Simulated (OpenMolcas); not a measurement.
**Kr III: effect of the level shift or regulariser**

| Item | Value |
| --- | --- |
| Program | OpenMolcas |
| Basis | ANO-R2 [6s5p4d3f1g] |
| Scalar Hamiltonian | X2C, finite nucleus |
| Active space | 4 electrons in 3 orbitals (4p) |
| State averaging | 2S+1 = 3 even, 3 roots; 2S+1 = 1 even, 6 roots |
| Spin-orbit coupling | RASSI with atomic mean-field integrals over the reference wave functions, term energies averaged over their components |

Methods on the same reference wave functions:
A. CASSCF
B. SS-CASPT2, IPEA 0.25 Eh, imaginary shift 0.1 Eh (closed shells correlated: 3d 4s)
C. SS-CASPT2, IPEA 0.25 Eh, real shift 0.2 Eh (closed shells correlated: 3d 4s)

Energies in cm⁻¹ above 4s² 4p⁴ ³P₂, the measured ground level; measured values from Saloman, J. Phys. Chem. Ref. Data 36, 215 (2007).

```tsv
Level	A	B	C	Measured
4s² 4p⁴ ³P₂	0.0	0.0	0.0	0.0
4s² 4p⁴ ³P₁	4069	4140	4140	4548
4s² 4p⁴ ³P₀	5086	5000	5000	5313
4s² 4p⁴ ¹D₂	17055	14750	14760	14644
4s² 4p⁴ ¹S₀	38987	33860	33910	33080
```

Deviations, from unrounded energies. A percentage is the sum of absolute deviations over the sum of measured energies, with the sign that they share, or ± where signs differ.

| Against measurement | Levels | A | B | C |
| --- | --- | --- | --- | --- |
| mean absolute deviation (cm-1) | 4 | 2300 | 400 | 420 |
| fine structure of the ground term (%) | 2 | -7.2 | -7.3 | -7.3 |
| other terms of the ground configuration (%) | 2 | +17.4 | +1.8 | +2.0 |

B, C lie about equally close to measurement and A furthest from it. The largest miss of B in the table is 4s² 4p⁴ ¹S₀, by +780 cm-1. The ranking rests on the paired levels alone, and a cruder setting can come out closer through cancelling errors.

Between B and C the level of the table that moves most is 4s² 4p⁴ ¹S₀, by 48 cm-1 (lowest in B, highest in C). Moves below CASPT2's spread within the term are not significant.

The mean deviations of B to C differ by less than CASPT2's widest spread within a term (160 cm-1), so their order carries little weight.

From A to B the spin-free energies of the other terms of 4s² 4p⁴ shown, above ³P, scale by factors of 0.83 to 0.85.

The lowest spin-free term lies below A's lowest term by 0.580 hartree in B, 0.580 hartree in C.

CASPT2 breaks the degeneracy within a term, and the mean is taken; among the terms shown or strongly mixed into the levels shown the widest spread is 160 cm-1 (4s² 4p⁴ ¹D, B). With the s shell closed, the reference lacks s² → p² mixing. Measured partners are found by configuration, term and J. A level has none where our copy of the source lacks it or the pairing is in doubt (some pairs that miss far off the trend of their configuration count as doubtful), and it then counts in no deviation. Only configurations of the active space appear.
